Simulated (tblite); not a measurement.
Run record: tight-binding relaxation, `C/N=C\C1=C[C@@H]2C=C[C@H]12`.

Computed with GFN2-xTB geometry optimisation, gas phase (tblite 0.8.0). Start geometry: from a force field or distance geometry. The input is one job of a driver script: a line of settings, then coordinates in Å.

Command:
```bash
OMP_NUM_THREADS=1 python probes_run.py task.json out
```

Input:
```
{"job": {"kind": "relax", "xc": "GFN2-xTB", "basis": "xTB"}, "charge": 0, "multiplicity": 1}
C      2.523500     0.619600    -1.422200
N      2.627800     0.016500    -0.130800
C      1.607600    -0.423400     0.464700
C      0.235000    -0.359300    -0.068200
C     -0.421200     0.050200    -1.117600
C     -1.765000    -0.341500    -0.717200
C     -2.536700     0.533700     0.128100
C     -1.895200     0.104500     1.212800
C     -1.036500    -0.831500     0.502100
H      2.191300    -0.088300    -2.189800
H      3.572800     0.904800    -1.698800
H      1.949100     1.557200    -1.382000
H      1.739600    -0.876800     1.465200
H     -0.075000     0.550700    -2.060300
H     -2.263100    -1.135500    -1.270000
H     -3.332000     1.258900     0.000200
H     -2.005900     0.373600     2.278300
H     -1.124900    -1.907300     0.729300
```

Output:
```
step      E/eV     max force
  0    -665.99943    5.710
  1    -666.38292    3.291
  2    -666.55612    0.826
  3    -666.60745    0.620
  4    -666.65635    0.594
  5    -666.68129    0.470
  6    -666.70019    0.364
  7    -666.72108    0.328
  8    -666.73167    0.346
  9    -666.73847    0.186
... (21 lines left out)
 31    -666.76322    0.056
 32    -666.76365    0.052
 33    -666.76404    0.045
 34    -666.76433    0.037
 35    -666.76451    0.026
 36    -666.76462    0.019
 37    -666.76468    0.021
 38    -666.76473    0.018
 39    -666.76476    0.012
 40    -666.76478    0.008
```

«max force» is the largest atomic force in eV/Å.

Question: From which step on does the largest force stay under 0.1 eV/Å, and how much energy is left to gain from there?

Answer: From step 19 (0.081 eV/Å), 7.0 meV above the end.

Main results: energy lowered by 17.6 kcal/mol over 40 steps; largest atomic force 0.008 eV/Å at the end.

Question: Give the final coordinates.

Answer: 0.112 Å rms from the input after alignment:
```
atom  x, y, z in Å
C1     2.6103    0.6427   -1.3973
N2     2.6016    0.0676   -0.0858
C3     1.5316   -0.3691    0.4332
C4     0.1951   -0.3948   -0.1083
C5    -0.4500    0.0344   -1.2098
C6    -1.8015   -0.4461   -0.7463
C7    -2.5056    0.5226    0.1803
C8    -1.8784    0.0908    1.2700
C9    -1.0697   -0.9488    0.5311
H10    2.2052   -0.0461   -2.1450
H11    3.6433    0.8822   -1.6484
H12    2.0140    1.5592   -1.4280
H13    1.6348   -0.7912    1.4293
H14   -0.1812    0.5762   -2.0968
H15   -2.3932   -1.0735   -1.4028
H16   -3.2155    1.2993   -0.0325
H17   -1.8724    0.3770    2.3049
H18   -1.0770   -1.9759    0.8758
```
Labels such as C1 count atoms from 1, the log's own numbers from 0.
